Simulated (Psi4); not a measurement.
Br$_{2}$Pb (SMILES [Br][Pb][Br]), singlet, geometry from GFN2-xTB (such geometries of metal compounds can be far from the true shape) (core potentials on Pb), with bond 3-1 at 2.0 times its length; TPSS/def2-SVP run with Psi4.

Input for Psi4:
```
memory 2 GB

molecule mol {
0 1
  Pb    0.002406    0.000546    0.750315
  Br    1.122496   -1.653115   -0.881347
  Br   -2.258673    3.303124   -2.503386
}

set basis def2-svp
set reference rks
set soscf true

energy('tpss')
print_variables()
```

Output, abridged:

```
   => Loading Basis Set <=

    Name: DEF2-SVP
    Role: ORBITAL
    Keyword: BASIS

    !!!  WARNING: ECP capability is in beta. Please check occupations closely.  !!!

         ---------------------------------------------------------
                                   SCF
               by Justin Turney, Rob Parrish, Andy Simmonett
                          and Daniel G. A. Smith
                              RKS Reference
         ---------------------------------------------------------

  ==> Geometry <==

    Molecular point group: cs
    Full point group: Cs

    Geometry (in Angstrom), charge = 0, multiplicity = 1:

       Center              X                  Y                   Z               Mass
    ------------   -----------------  -----------------  -----------------  -----------------
         PB           0.432575241429    -1.053943371555     0.000000000000   207.976652500000
         BR           2.429866250974     0.577726269168     0.000000000000    78.918337600000
         BR          -3.569849091499     2.199772864829     0.000000000000    78.918337600000

  Running in cs symmetry.

  Rotational constants: A =      0.05103  B =      0.00927  C =      0.00784 [cm^-1]
  Rotational constants: A =   1529.71513  B =    277.76270  C =    235.07774 [MHz]
  Nuclear repulsion =  341.286981647803600

  Charge       = 0
  Multiplicity = 1
  Electrons    = 92
  Nalpha       = 46
  Nbeta        = 46

  ==> Algorithm <==

  SCF Algorithm Type is DF.
  DIIS enabled.
  MOM disabled.
  Fractional occupation disabled.
  Guess Type is SAD.
  Energy threshold   = 1.00e-06
  Density threshold  = 1.00e-06
  Integral threshold = 1.00e-12

  ==> Primary Basis <==

  Basis Set: DEF2-SVP
    Blend: DEF2-SVP
    Number of shells: 34
    Number of basis functions: 90
    Number of Cartesian functions: 98
    Spherical Harmonics?: true
    Max angular momentum: 2

  Core potential: DEF2-SVP
    Number of shells: 4
    Number of ECP primitives: 18
    Number of ECP core electrons: 60
    Max angular momentum: 3

  ==> DFT Potential <==

   => LibXC <=

    Version 7.1.2
    S. Lehtola, C. Steigemann, M. J. T. Oliveira, and M. A. L. Marques,  SoftwareX 7, 1–5 (2018) (10.1016/j.softx.2017.11.002)

   => Composite Functional: TPSS <=

    TPSS Meta-GGA XC Functional

    J. Tao, et al., Phys. Rev. Lett., 91, 146401, 2003

    Deriv               =              1
    GGA                 =           TRUE
    Meta                =           TRUE

[...]
    Occupation by irrep:
             Ap   App
    DOCC [    32,   14 ]
    NA   [    32,   14 ]
    NB   [    32,   14 ]

   @DF-RKS iter  15: -5339.75401679967035   -2.23314e+00   1.07456e-02 DIIS/ADIIS
    Occupation by irrep:
             Ap   App
    DOCC [    33,   13 ]
    NA   [    33,   13 ]
    NB   [    33,   13 ]

   @DF-RKS iter  16: -5339.40997903266543    3.44038e-01   1.05203e-02 DIIS/ADIIS
   @DF-RKS iter  17: -5337.56697991451620    1.84300e+00   1.17900e-02 DIIS/ADIIS
   @DF-RKS iter  18: -5336.86995532534638    6.97025e-01   1.89590e-02 DIIS/ADIIS
   @DF-RKS iter  19: -5340.12885885256037   -3.25890e+00   6.76975e-03 DIIS/ADIIS

Traceback (most recent call last):
  File "psi4", line 375, in <module>
  File "<string>", line 25, in <module>
  File "site-packages/psi4/driver/driver.py", line 533, in energy
  File "site-packages/psi4/driver/procrouting/proc.py", line 2760, in run_scf
  File "site-packages/psi4/driver/procrouting/proc.py", line 2047, in scf_helper
  File "site-packages/psi4/driver/procrouting/scf_proc/scf_iterator.py", line 86, in scf_compute_energy
  File "site-packages/psi4/driver/procrouting/scf_proc/scf_iterator.py", line 458, in scf_iterate

RuntimeError:
Fatal Error: Vx: RKS does not support rotated V builds for MGGA's
The most recent 5 function calls were:

psi::PsiException::PsiException(std::__cxx11::basic_string<char, std::char_traits<char>, std::allocator<char> >, char const*, int)

Printing out the relevant lines from the Psithon --> Python processed input file:
    ""","mol")
    core.IO.set_default_namespace("mol")
    core.set_global_option("BASIS", "def2-svp")
    core.set_global_option("REFERENCE", "rks")
    core.set_global_option("SOSCF", "true")
--> energy('tpss')
    print_variables()

!----------------------------------------------------------------------------------!
!                                                                                  !
! Fatal Error: Vx: RKS does not support rotated V builds for MGGA's                !
! The most recent 5 function calls were:                                           !
! psi::PsiException::PsiException(std::__cxx11::basic_string<char,                 !
!     std::char_traits<char>, std::allocator<char> >, char const*, int)            !
!                                                                                  !
!----------------------------------------------------------------------------------!
```

The program stopped with an error.
